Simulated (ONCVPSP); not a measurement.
**What one change does to a pseudopotential (Ge (Z = 32), ONCV)**

Ge, optimised norm-conserving Vanderbilt (ONCV), made with ONCVPSP 4.0.1 (PBE, scalar-relativistic). Core [Ar], reference 3d10 4s1.5 4p2.5. Waves: 4s: rc 1.80 bohr, ncon 4, nbas 7, qcut 4.2 1/bohr, 1 projector; 4p: rc 2.30 bohr, ncon 4, nbas 7, qcut 3 1/bohr, 2 projectors, debl 3.7 Ha; 3d: rc 0.85 bohr, ncon 5, nbas 10, qcut 22.6 1/bohr, 2 projectors, debl 2.9 Ha. Local part: polynomial inside 0.60 bohr (lpopt 1, dvloc0 -1 Ha). Core correction: Teter function, fcfact 4.5, rcfact 1.3.

Change: s: qcut 3.4; p: qcut 2.4; d: qcut 18.1.

Cutoffs: the cutoffs (Ha) at which the residual kinetic energy of the hardest occupied pseudo-wave falls to 1 and 0.1 mHa per electron; they do not see the model core or the augmentation charge, which bear on the density cutoff. Errors are all-electron minus pseudo energies relative to the spin-unpolarised reference configuration.

Task: What does the change do?

Result: The potential gets softer (174 Ha and 198 Ha → 140 Ha and 157 Ha); both files keep a bound ghost (s); of the 4 tests that both files solve, the error grows in 1 and shrinks in 2 by more than 15 % and 0.3 meV (median size 2.5 → 2.7 meV).

```csv
quantity,base,changed
"cutoff, loose",174 Ha,140 Ha
"cutoff, tight",198 Ha,157 Ha
loose cutoff by channel,"s 8.6 Ha, p 2.9 Ha, d 174 Ha","s 23 Ha, p 2.9 Ha, d 140 Ha"
bound ghosts,s,s
GHOST(+) flags under 300 eV,p at 42.4 eV,p at 42.1 eV
"error for 3d10 4s2 4p2, meV [ΔE -3.95 eV]",+1.7,+1.6
"error for 3d10 4s2 4p1, meV [ΔE 3.49 eV]",+0.9,+0.3
"error for 3d10 4s2 4p0, meV [ΔE 18.93 eV]",-3.3,-3.8
"error for 3d9 4s2 4p2, meV [ΔE 34.73 eV]",-386,-324
s: phases at 1.83 bohr within 0.05 rad from the reference energy up to (Ha; the scan ends near 5),1.7,1.6
p: phases at 2.34 bohr within 0.05 rad from the reference energy up to (Ha; the scan ends near 5),1.4,1.4
d: phases at 0.86 bohr within 0.05 rad from the reference energy up to (Ha; the scan ends near 5),to the end of the scan,to the end of the scan
"rms error of d²Exc/dni dnj with the model core, mHa",2.29,2.25
```

 A true bound ghost makes a file unfit for plane-wave use even where its test errors are small: the radial tests pick states by their node count and pass the ghost by.
